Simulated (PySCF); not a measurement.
ClFH₂InN, SMILES [NH2][In]([F])[Cl].

The structure is a stationary point at B3LYP-D3(BJ)/def2-SVP. The def2 effective core potentials stand for the cores of In; spin–orbit coupling is left out. Other conformers were not sampled.

Method: PySCF with B3LYP-D3(BJ)/def2-SVP.

Frequencies are harmonic and unscaled.

| mode | ν (cm⁻¹) | IR (km/mol) | Raman (Å⁴/amu) | depolarisation | moving atoms (share of kinetic energy) |
|---|---|---|---|---|---|
| 1 | 97 | 4.6 | 3.4 | 0.74 | N 41 %, Cl 26 %, In 16 %, H 14 % |
| 2 | 124 | 17.1 | 1.9 | 0.69 | F 62 %, In 13 %, N 11 %, Cl 10 % |
| 3 | 127 | 19.5 | 1.1 | 0.50 | In 33 %, F 27 %, N 24 %, Cl 11 % |
| 4 | 244 | 28.5 | 0.5 | 0.64 | H 93 % |
| 5 | 365 | 28.4 | 15.5 | 0.17 | Cl 77 %, In 18 % |
| 6 | 475 | 130.1 | 18.1 | 0.09 | H 49 %, N 44 % |
| 7 | 605 | 57.4 | 10.0 | 0.16 | F 72 %, H 11 %, In 9 % |
| 8 | 632 | 34.4 | 9.3 | 0.49 | N 40 %, H 33 %, In 14 %, F 13 % |
| 9 | 826 | 32.4 | 0.6 | 0.75 | H 91 %, N 9 % |
| 10 | 1520 | 8.5 | 2.7 | 0.66 | H 92 %, N 8 % |
| 11 | 3507 | 22.7 | 183.1 | 0.10 | H 96 % |
| 12 | 3610 | 22.7 | 101.8 | 0.75 | H 91 %, N 9 % |
